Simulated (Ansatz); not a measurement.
`BN[SiH2]NC` + CH₃NH₂ → `CN[SiH2]NC` + `BN`  (ligand exchange at the Si–N bond)

Computed with Ansatz on PBE0-D4/def2-TZVP structures; ΔE is electronic, products minus reactants. CCSD(T)/CBS is the MP2 limit (def2-TZVPP, def2-QZVPP) plus CCSD(T) − MP2 in def2-TZVPP, frozen cores. This one scheme is used for every species. Functionals use def2-TZVPP. B3LYP here is the variant with VWN-RPA as its local correlation; programs differ in this. One conformer a species, not always the lowest.

```tsv
level	ΔE (kcal/mol)	difference from CCSD(T)/CBS
r2SCAN-D4	-2.4	-0.9
B3LYP-D4	-2.4	-0.9
PBE	-2.5	-1.0
PBE0	-2.2	-0.7
CCSD/def2-TZVPP	-1.5	0.0
CCSD(T)/def2-TZVPP	-1.5	0.0
HF/def2-QZVPP	-0.9	0.6
MP2/def2-QZVPP	-1.7	-0.2
SCS-MP2/def2-QZVPP	-1.4	0.1
HF/CBS(def2)	-0.9	0.6
CCSD(T)/CBS	-1.5	0
```

Largest T1 diagnostic among the species: 0.012.
